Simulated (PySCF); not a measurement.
Worked example: chemical shift, span and skew from a shielding tensor

B(H)(F)(NMe2) (C2H7BFN), SMILES CN(C)BF. Atoms are numbered in the order given.

```xyz
12

B      0.7410    -0.8337     0.0000
H      1.9469    -0.8681     0.0000
F      0.0592    -1.9903     0.0000
N      0.0517     0.3825     0.0000
C     -1.3972     0.4694     0.0000
C      0.7379     1.6585     0.0000
H     -1.7627     1.0115    -0.8914
H     -1.7627     1.0115     0.8914
H     -1.8343    -0.5370     0.0000
H      0.4717     2.2570     0.8909
H      0.4717     2.2570    -0.8909
H      1.8252     1.5037     0.0000
```
Charge 0, spin multiplicity 1.

Coordinates come from a B3LYP-D3(BJ)/def2-SVP optimisation. This is a generated structure with no PubChem entry under its InChIKey; it may be hypothetical. The values are those of a single conformer.

GIAO shieldings from PySCF with B3LYP/pcSseg-1, non-relativistic, no solvent. The symmetric part of the tensor of N4 has the principal values 44.8, 205.3, 211.8 ppm. The same nucleus in NH3 has σ = 265.5 ppm at this level (PySCF, at its B3LYP-D3(BJ)/def2-TZVP geometry).

Task: Work out the isotropic shielding, the ¹⁵N shift against NH3, the span and the skew.

Result: 
σ(iso) = (σ11 + σ22 + σ33)/3 = 154.0 ppm. δ = σ(ref) − σ(iso) = 265.5 − (154.0) = 111.5 ppm.
Span Ω = σ33 − σ11 = 167.0 ppm. Skew κ = 3(σ(iso) − σ22)/Ω = -0.92. Tumbling in solution averages the tensor to δ; in a static solid the shielding alone would spread this spin-1/2 line over Ω.
